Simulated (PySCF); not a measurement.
**Core-level binding energies of (BeSe)2 ring**

Compound: (BeSe)2 ring, Be2Se2.
Z-matrix (Å and degrees, PBE0-D3(BJ)/def2-SVP geometry), rows numbered from 1:
```
Be
Se  1  2.0694
Be  2  2.0696  1   59.18
Se  3  2.0693  2  120.82  1     0.01
```

Computed with PySCF, delta-SCF UKS SCAN, pcX-2 on the ionised atom, pcseg-1 elsewhere, spin-free X2C. These are vertical core ionisation energies against the vacuum level, from separate self-consistent calculations with and without the core hole.

Problem. List the computed XPS lines with their assignment.

Solution. 
| atom(s) | environment | level | binding energy (eV) | count |
| --- | --- | --- | --- | --- |
| Be1/Be3 | beryllium bonded to 2 Se | Be 1s | 121.25 | 2 |

Problem. Which photon energy gives electrons from Be 1s of Be1/Be3 a kinetic energy of 150 eV, and what is their de Broglie wavelength?

Solution. hν = 121.25 + 150 = 271.25 eV, recoil neglected; λ = 12.264 Å/√(E/eV) = 1.00 Å.

Problem. Give the binding energy of Be 1s of Be1/Be3 in hartree and in kJ/mol.

Solution. 121.25 eV = 4.4559 Eh = 11699 kJ/mol.

Atoms equivalent by their bonding share one computed value, that of the first of them. Spin contamination (⟨S²⟩ against 0.75 for a pure doublet) is marked for Be 1s of Be1/Be3 (0.90), which makes this value less certain. No level of selenium is listed. Isolated species at its PBE0-D3(BJ)/def2-SVP geometry, gas phase.
